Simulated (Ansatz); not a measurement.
**Cost against result**

Saddle point of SiH4BrCl, singlet (SiH₃Cl ([SiH3][Cl]) + HBr → SiH₃Br ([SiH3][Br]) + HCl; bonds formed: Si1–Br7, Cl2–H6; bonds broken: Si1–Cl2, H6–Br7), PBE0-D4/def2-TZVP structure:

```xyz
7
angstrom
Si -0.5929 -0.4041 0.0206
Cl 1.8335 -0.5122 0.2188
H -0.4416 -1.8703 -0.1590
H -1.6417 -0.0545 -0.9657
H -0.9305 -0.0878 1.4190
H 1.5284 0.9036 -0.0624
Br 0.2448 2.0252 -0.4712
```

Barriers are electronic and count from the start structure reached by relaxing down the imaginary mode.

Program: Ansatz 0.2.0. Basis: as named in each row. Cores are frozen in the correlated methods. Filled d shells of the heavier atoms are correlated. The def2 sets are not built for correlating such inner shells, so the correlated values are less sure here. B3LYP uses VWN-RPA correlation. Extrapolation: Hartree–Fock as exp(−7.88 √X), correlation as X^−2.97.

Times are rough, for one single point on 4 threads of a shared host (Arm Neoverse V2).

The estimate by CCSD(T) at an estimated basis limit (MP2 extrapolated from triple and quadruple zeta, plus CCSD(T) − MP2 in triple zeta) is 160.4 kJ/mol.

```json
{"method": "HF", "basis": "STO-3G", "time (s)": "under 1", "barrier (kJ/mol)": "265.7", "method less estimate": "105.3"}
{"method": "PBE-D4", "basis": "STO-3G", "time (s)": "under 1", "barrier (kJ/mol)": "112.8", "method less estimate": "-47.6"}
{"method": "SPW92", "basis": "def2-SVP", "time (s)": "under 1", "barrier (kJ/mol)": "93.7", "method less estimate": "-66.7"}
{"method": "PBE-D4", "basis": "def2-SVP", "time (s)": "under 1", "barrier (kJ/mol)": "118.9", "method less estimate": "-41.5"}
{"method": "B3LYP-D4", "basis": "6-31G", "time (s)": "under 1", "barrier (kJ/mol)": "153.0", "method less estimate": "-7.4"}
{"method": "SPW92", "basis": "def2-TZVPP", "time (s)": "under 1", "barrier (kJ/mol)": "93.3", "method less estimate": "-67.1"}
{"method": "PBE0-D4", "basis": "def2-SVP", "time (s)": "under 1", "barrier (kJ/mol)": "140.6", "method less estimate": "-19.8"}
{"method": "PBE-D4", "basis": "def2-TZVPP", "time (s)": "1", "barrier (kJ/mol)": "117.4", "method less estimate": "-43.0"}
{"method": "BLYP-D4", "basis": "def2-TZVPP", "time (s)": "1", "barrier (kJ/mol)": "135.1", "method less estimate": "-25.3"}
{"method": "CCSD(T)", "basis": "def2-SVP", "time (s)": "2", "barrier (kJ/mol)": "186.4", "method less estimate": "26.0"}
{"method": "B3LYP-D4", "basis": "def2-TZVPP", "time (s)": "2", "barrier (kJ/mol)": "150.5", "method less estimate": "-9.9"}
{"method": "BHLYP-D4", "basis": "def2-TZVPP", "time (s)": "2", "barrier (kJ/mol)": "173.3", "method less estimate": "12.9"}
{"method": "PBE0-D4", "basis": "def2-TZVPP", "time (s)": "2", "barrier (kJ/mol)": "137.6", "method less estimate": "-22.8"}
{"method": "CAM-B3LYP-D4", "basis": "def2-TZVPP", "time (s)": "2", "barrier (kJ/mol)": "163.6", "method less estimate": "3.2"}
{"method": "RPA on PBE", "basis": "def2-TZVPP", "time (s)": "2", "barrier (kJ/mol)": "164.8", "method less estimate": "4.4"}
{"method": "r2SCAN-D4", "basis": "def2-TZVPP", "time (s)": "3", "barrier (kJ/mol)": "134.0", "method less estimate": "-26.4"}
{"method": "B2PLYP", "basis": "def2-TZVPP", "time (s)": "3", "barrier (kJ/mol)": "160.6", "method less estimate": "0.2"}
{"method": "PBE-QIDH", "basis": "def2-TZVPP", "time (s)": "3", "barrier (kJ/mol)": "154.7", "method less estimate": "-5.7"}
{"method": "wB97M-V", "basis": "def2-SVP", "time (s)": "3", "barrier (kJ/mol)": "157.1", "method less estimate": "-3.3"}
{"method": "r2SCAN0-D4", "basis": "def2-TZVPP", "time (s)": "4", "barrier (kJ/mol)": "146.9", "method less estimate": "-13.5"}
{"method": "wB97X-V", "basis": "def2-TZVPP", "time (s)": "5", "barrier (kJ/mol)": "163.6", "method less estimate": "3.2"}
{"method": "B97M-V", "basis": "def2-TZVPP", "time (s)": "6", "barrier (kJ/mol)": "158.9", "method less estimate": "-1.5"}
{"method": "wB97M-V", "basis": "def2-TZVPP", "time (s)": "6", "barrier (kJ/mol)": "155.7", "method less estimate": "-4.7"}
{"method": "MP2", "basis": "def2-QZVPP", "time (s)": "11", "barrier (kJ/mol)": "155.0", "method less estimate": "-5.4"}
{"method": "CCSD(T)", "basis": "def2-TZVPP", "time (s)": "40", "barrier (kJ/mol)": "167.4", "method less estimate": "7.0"}
```

All methods are single points on the PBE0-D4 structures.

The T1 diagnostic stays at or below 0.010.

Labels in which every atom is bracketed show which atoms are joined, not bond orders.
